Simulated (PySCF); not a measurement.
Job file and geometry (Å, from GFN2-xTB) of an NMR shielding run on `InChI=1S/C5H11NSi3/c1-2-3-4-9(5-7)8-6/h1,9H,5-6,8H2,7H3/t9-/m0/s1`, PySCF, GIAO PBE0/pcSseg-1 NMR shielding, non-relativistic, gas phase; density fitting, a coarse starting grid and PySCF grid level 2 are the driver's defaults:

```
$ OMP_NUM_THREADS=1 python probes_run.py task.json out

{"job": {"kind": "nmr", "xc": "PBE0", "basis": "pcSseg-1"}, "charge": 0, "multiplicity": 1}
C      5.572195    -1.030571     0.049508
C      4.391665    -0.839258    -0.102079
C      3.060463    -0.632082    -0.273168
C      1.870192    -0.453435    -0.435835
Si     0.052022    -0.166360    -0.634177
C     -0.785832    -1.326340     0.640889
Si    -2.678510    -1.266058     0.686390
Si    -0.439935     2.061050    -0.279414
N     -1.959137     2.319909    -1.056553
H      6.599216    -1.195199     0.179543
H     -0.257254    -0.701337    -1.976521
H     -0.469737    -2.350655     0.440152
H     -0.403503    -1.087006     1.634764
H     -3.226042    -1.484072    -0.656312
H     -3.208822    -2.287426     1.593755
H     -3.116870     0.053730     1.161685
H     -0.425036     2.433404     1.152287
H      0.454254     3.010200    -0.949824
H     -2.723184     1.691559    -0.866943
H     -2.311294     3.260626    -1.131780
```

Task: What does the program print?

Result: 
```
coarse grid: 18184 points
cycle   1  E = -1119.4162459460  dE =  8.259e-01  |g| = 5.949e-01  |ddm| = 4.407e+00
cycle   2  E = -1119.3766261901  dE =  3.962e-02  |g| = 7.153e-01  |ddm| = 1.264e+00
cycle   3  E = -1119.4947203910  dE = -1.181e-01  |g| = 1.311e-01  |ddm| = 7.927e-01
cycle   4  E = -1119.4978716826  dE = -3.151e-03  |g| = 7.323e-02  |ddm| = 1.634e-01
cycle   5  E = -1119.4993261577  dE = -1.454e-03  |g| = 2.116e-02  |ddm| = 7.364e-02
cycle   6  E = -1119.4994420411  dE = -1.159e-04  |g| = 3.640e-03  |ddm| = 2.286e-02
cycle   7  E = -1119.4994444436  dE = -2.402e-06  |g| = 2.103e-03  |ddm| = 5.315e-03
final grid: 161904 points
cycle   8  E = -1119.5507869644  dE = -2.364e-05  |g| = 8.519e-03  |ddm| = 1.066e-01
cycle   9  E = -1119.5507565734  dE =  3.039e-05  |g| = 1.407e-02  |ddm| = 1.837e-02
cycle  10  E = -1119.5508018834  dE = -4.531e-05  |g| = 2.850e-03  |ddm| = 1.157e-02
cycle  11  E = -1119.5508039039  dE = -2.020e-06  |g| = 4.666e-04  |ddm| = 2.337e-03
cycle  12  E = -1119.5508039515  dE = -4.763e-08  |g| = 1.233e-04  |ddm| = 5.444e-04
cycle  13  E = -1119.5508039536  dE = -2.050e-09  |g| = 8.835e-05  |ddm| = 1.964e-04
cycle  14  E = -1119.5508039557  dE = -2.188e-09  |g| = 1.933e-05  |ddm| = 8.550e-05
cycle  15  E = -1119.5508039558  dE = -9.754e-11  |g| = 4.920e-06  |ddm| = 2.169e-05
converged SCF energy = -1119.5508039558

GIAO shielding tensors (ppm)
atom      isotropic    diamagn.    paramagn.     s11        s22        s33       span
  0 C      112.616     265.049    -152.433     36.719     37.625    263.505    226.786
  1 C      112.699     245.094    -132.394     23.235     23.494    291.370    268.135
  2 C       85.243     248.301    -163.057      0.215      3.555    251.959    251.744
  3 C      102.711     264.673    -161.962     -0.666     10.317    298.482    299.148
  4 Si     415.282     882.626    -467.345    394.734    404.987    446.124     51.390
  5 C      194.800     258.896     -64.096    189.967    196.131    198.302      8.335
  6 Si     425.445     879.517    -454.071    399.999    404.597    471.741     71.742
  7 Si     400.544     879.754    -479.210    359.425    376.666    465.540    106.115
  8 N      267.032     316.786     -49.753    227.798    260.449    312.851     85.053
  9 H       30.339      34.924      -4.584     24.995     25.030     40.992     15.997
 10 H       27.031      29.978      -2.947     23.574     25.965     31.552      7.978
 11 H       31.243      31.564      -0.321     25.287     29.605     38.836     13.549
 12 H       31.569      33.354      -1.785     26.595     29.724     38.386     11.791
 13 H       27.840      28.841      -1.001     24.667     26.141     32.713      8.045
 14 H       27.535      27.903      -0.369     23.773     25.025     33.805     10.032
 15 H       27.780      29.483      -1.703     23.934     27.368     32.037      8.103
 16 H       26.531      30.064      -3.534     23.320     25.091     31.181      7.861
 17 H       26.774      29.124      -2.351     23.304     25.740     31.277      7.973
 18 H       32.116      32.053       0.064     23.187     30.312     42.850     19.663
 19 H       31.797      27.841       3.956     23.426     27.260     44.704     21.279
```

Task: Turn these shieldings into chemical shifts. Referencing at the same level of theory: TMS for 13C (σref 186.93) and 29Si (σref 349.16) and 1H (σref 31.72); 15N (σref 267.73) vs NH3.

Result: Averaging equivalent atoms: C 2: 101.7; C 3: 84.2; C 0: 74.3; C 1: 74.2; C 5: -7.9; Si 7: -51.4; Si 4: -66.1; Si 6: -76.3; N 8: 0.7; H 16: 5.19; H 17: 4.94; H 10: 4.69; H 13/14/15: 4.00; H 9: 1.38; H 11: 0.47; H 12: 0.15; H 18/19: -0.24 ppm. Experimental scales use liquid or dissolved standards, which lie at an offset from isolated NH3 (liquid NH3: subtract about 20 ppm).

Size and cost of the density-fitted run: 229 basis functions, 93 s wall time on 1 thread of an Arm Neoverse N1, shared host; peak memory 1.1 GiB.
